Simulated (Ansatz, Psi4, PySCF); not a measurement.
H2P (SMILES [PH2-]), charge -1, singlet, at a GFN2-xTB geometry. Base run: PySCF with WB97X/aug-cc-pVDZ.

The PySCF input:
```python
from pyscf import gto, scf, dft

mol = gto.Mole()
mol.atom = '''
    P    -0.00149906    0.07431072    0.08210974
    H     0.97078349   -0.55479397   -0.60060040
    H    -0.94829753   -0.55986685   -0.63104570
'''
mol.basis = 'aug-cc-pvdz'
mol.charge = -1
mol.verbose = 4
mol.build()

mf = dft.RKS(mol)
mf.xc = 'wb97x'
mf.kernel()
```

The same geometry, method and basis name were run in Ansatz (an electronic-structure program) and Psi4 and PySCF, at each program's defaults and at the settings that a row names. The base is PySCF at its defaults. Differences at the defaults can come from grids, fitting, cores and function types together.

| code and settings | ΔE vs base (µEh) | basis functions | E (Eh) | SCF cycles |
|---|---|---|---|---|
| PySCF, defaults (exact integrals, its default grid, spherical functions) | 0.0 | 45 | -342.53340 | 9 |
| Psi4, defaults (density fitting with its default set, its default grid, spherical functions) | 23.7 | 45 | -342.53338 | 8 |
| Ansatz, defaults (factorised integrals, its default grid, spherical functions) | 16.7 | 45 | -342.53339 | - |
| PySCF, density fitting with def2-universal-jkfit | -339 | 45 | -342.53374 | 9 |
| PySCF, fine grid | 1.9 | 45 | -342.53340 | 9 |
| Psi4, exact integrals, spherical functions, fine grid | -2.6 | 45 | -342.53341 | 10 |
| Ansatz, high accuracy | 3.3 | 45 | -342.53340 | - |
